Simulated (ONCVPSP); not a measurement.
**Cutoff test, lutetium (Lu), ONCV**

Lu, optimised norm-conserving Vanderbilt (ONCV), made with ONCVPSP 4.0.1 (PBEsol, fully relativistic). Core [Kr] 4d10, reference 4f14 5s2 5p6 5d1 6s2. Waves: 5s+6s: rc 1.50 bohr, ncon 4, nbas 8, qcut 6.4 1/bohr, 3 projectors, debl 2.5 Ha; 5p: rc 1.30 bohr, ncon 4, nbas 8, qcut 5.3 1/bohr, 2 projectors, debl 1.7 Ha; 5d: rc 3.10 bohr, ncon 4, nbas 9, qcut 5.7 1/bohr, 3 projectors, debl 3.9 Ha; 4f: rc 0.75 bohr, ncon 4, nbas 9, qcut 27.7 1/bohr, 2 projectors, debl 0.5 Ha. Local part: polynomial inside 0.70 bohr (lpopt 4, dvloc0 1 Ha). Core correction: Teter function, fcfact 4.75, rcfact 1.25.

Open shells are filled in proportion to 2j + 1.

For each optimised wave give the share of its norm inside rc, the residual kinetic energy above qcut (Ha) and the cutoffs (Ha) for errors of 10, 1, 0.1 and 0.01 mHa per electron.

```csv
wave,norm inside rc,residual KE,10 mHa,1 mHa,0.1 mHa,0.01 mHa
5s,0.813,4.9e-04,15.0,19.2,62.0,82.1
6s,0.037,1.1e-04,11.2,16.5,20.7,46.9
s projector 3,0.071,9.8e-04,15.6,20.4,34.9,60.0
5p j=3/2,0.445,1.5e-02,16.1,98.4,120.4,157.0
p projector 2 j=3/2,0.101,6.9e-03,11.7,36.4,143.3,167.7
5p j=1/2,0.541,1.5e-02,17.0,103.1,123.3,164.3
p projector 2 j=1/2,0.101,6.1e-03,8.0,34.2,110.0,163.7
5d j=5/2,0.626,3.4e-09,6.4,8.8,10.8,12.4
d projector 2 j=5/2,0.188,4.9e-07,10.5,12.8,14.0,15.3
d projector 3 j=5/2,0.139,5.9e-04,12.1,14.6,34.2,49.7
5d j=3/2,0.670,4.7e-09,6.7,9.0,11.0,12.6
d projector 2 j=3/2,0.192,5.6e-07,10.7,12.8,14.1,15.5
d projector 3 j=3/2,0.142,6.5e-04,12.3,14.8,35.6,50.5
4f j=7/2,0.633,6.8e-06,238.4,277.8,311.4,350.5
f projector 2 j=7/2,0.001,3.6e-11,69.7,144.6,201.3,247.0
4f j=5/2,0.646,3.8e-06,231.5,268.4,299.3,328.2
f projector 2 j=5/2,0.001,2.1e-11,62.8,137.4,193.1,237.8
```

The occupied waves need 278 Ha and 311 Ha for 1 and 0.1 mHa. Rows with under 1 % of the norm inside rc give no meaningful cutoff. Note: ghosts flagged at negative energy: s at -82.3 eV; GHOST(+) flagged for p3/2 at 89.9 eV, p1/2 at 152.7 eV. A true bound ghost makes a file unfit for plane-wave use. 2 of 4 tests not solved or not reliable.
